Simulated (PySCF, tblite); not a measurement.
Isomers of C3H9FN2Si. Computed with GFN2-xTB (tblite): harmonic, unscaled wavenumbers at the GFN2-xTB geometry, gas phase. Against measured fundamentals such values can be off by several per cent, at times by over 20. Modes of hydrogen on silicon can be 10 to 20 % off. One conformer each.

Electronic energies: PBE0/pcSseg-1 single points on the GFN2-xTB geometries (PySCF, gas phase).

```tsv
SMILES	electronic energy, lowest = 0 (kcal/mol)
C=CCN[Si@H](N)F	0.0
FC[C@H]1CN[SiH2]N1	43.1
N[Si]1(N)CC[C@@H]1F	32.5
```

Task: How do GFN2-xTB zero-point energies change the relative energies?

Result: 
| SMILES | ZPE (kcal/mol) | of it from modes above 1550 cm⁻¹ | electronic (kcal/mol) | with ZPE, lowest = 0 (kcal/mol) | lowest mode (cm⁻¹) | rings |
| --- | --- | --- | --- | --- | --- | --- |
| C=CCN[Si@H](N)F | 76.7 | 42.4 | 0.0 | 0.0 | 45 | 0 |
| N[Si]1(N)CC[C@@H]1F | 78.7 | 41.4 | 32.5 | 34.5 | 49 | 1 |
| FC[C@H]1CN[SiH2]N1 | 77.3 | 37.1 | 43.1 | 43.7 | 64 | 1 |

The zero-point energies span 2.0 kcal/mol, from `C=CCN[Si@H](N)F` to `N[Si]1(N)CC[C@@H]1F`. The order is unchanged.

Task: And how do the electronic energies of GFN2-xTB itself compare?

Result: `C=CCN[Si@H](N)F` 0.0; `N[Si]1(N)CC[C@@H]1F` 42.0; `FC[C@H]1CN[SiH2]N1` 12.4 kcal/mol, lowest = 0. Against the energies above, taken from the same isomer `C=CCN[Si@H](N)F`, the largest difference is 30.7 kcal/mol.

Task: What do entropy and thermal enthalpy add at 298.15 K and 1 bar (rigid rotor, harmonic oscillator, one conformer each)?

Result: 
```json
{"SMILES": "C=CCN[Si@H](N)F", "point group": "C1", "symmetry number": "1", "S (cal/(mol K))": "99.4", "H − H(0) (kcal/mol)": "6.93", "ZPE + H − H(0) − TS (kcal/mol)": "54.0"}
{"SMILES": "N[Si]1(N)CC[C@@H]1F", "point group": "C1", "symmetry number": "1", "S (cal/(mol K))": "94.2", "H − H(0) (kcal/mol)": "6.54", "ZPE + H − H(0) − TS (kcal/mol)": "57.1"}
{"SMILES": "FC[C@H]1CN[SiH2]N1", "point group": "C1", "symmetry number": "1", "S (cal/(mol K))": "88.3", "H − H(0) (kcal/mol)": "5.70", "ZPE + H − H(0) − TS (kcal/mol)": "56.7"}
```
